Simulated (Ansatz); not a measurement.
Ansatz (an electronic-structure program) input for chloro(chlorosilyloxy)silane (Cl₂H₄OSi₂), SMILES Cl[SiH2]O[SiH2]Cl, PBE0/def2-SVPD. The structure is a stationary point at B3LYP-D3(BJ)/def2-SVP. One conformer was computed; it need not be the lowest.

Ansatz 0.2 input:
```yaml
crystal:
  periodic: [false, false, false]
  atoms:
    - {symbol: Si, position_ang: [1.42645908, 0.64119312, 0.66969153]}
    - {symbol: Cl, position_ang: [2.09131521, -0.46686529, -0.95365045]}
    - {symbol: O, position_ang: [0.00000000, 0.00000000, 1.21282755]}
    - {symbol: Si, position_ang: [-1.42645907, -0.64119312, 0.66969153]}
    - {symbol: Cl, position_ang: [-2.09131522, 0.46686530, -0.95365045]}
    - {symbol: H, position_ang: [1.22863994, 2.03996349, 0.22498639]}
    - {symbol: H, position_ang: [2.42037887, 0.53168594, 1.76007964]}
    - {symbol: H, position_ang: [-2.42037886, -0.53168595, 1.76007966]}
    - {symbol: H, position_ang: [-1.22863994, -2.03996348, 0.22498639]}
basis:
  gaussian:
    orbitals: def2-SVPD
hamiltonian:
  xc: {name: PBE0}
```

Log of the run:

```
WARN ansatz: RAYON_NUM_THREADS=1 ignored (pool sized by the plan → 1); use --threads N
Functional definition: PBE0
integrals: 0.12 GiB planned
1503 factors; their error is unknown
mean field: 0.93 GiB planned
mean field evaluation 1: about -42882.1732 eV, gradient 5.0e1 eV
mean field evaluation 2: about -42872.1285 eV, gradient 8.8e1 eV
mean field evaluation 4: about -42886.4040 eV, gradient 3.1e0 eV
mean field evaluation 8: about -42886.7296 eV, gradient 2.1e-2 eV
mean field -42886.72958540 eV, -1576.0582425939 hartree, gradient 3.7e-5 eV, S^2 0.000000; 0 other end points of the search recorded, 0 dependent functions left out
reference -42886.72963044 eV, -1576.0582442494 hartree; 37, 37 occupied and 120, 120 virtual orbitals, 1503 factors
Total energy: -42886.72963044 eV, -1576.0582442494 hartree
```

The calculation finished and met its thresholds.
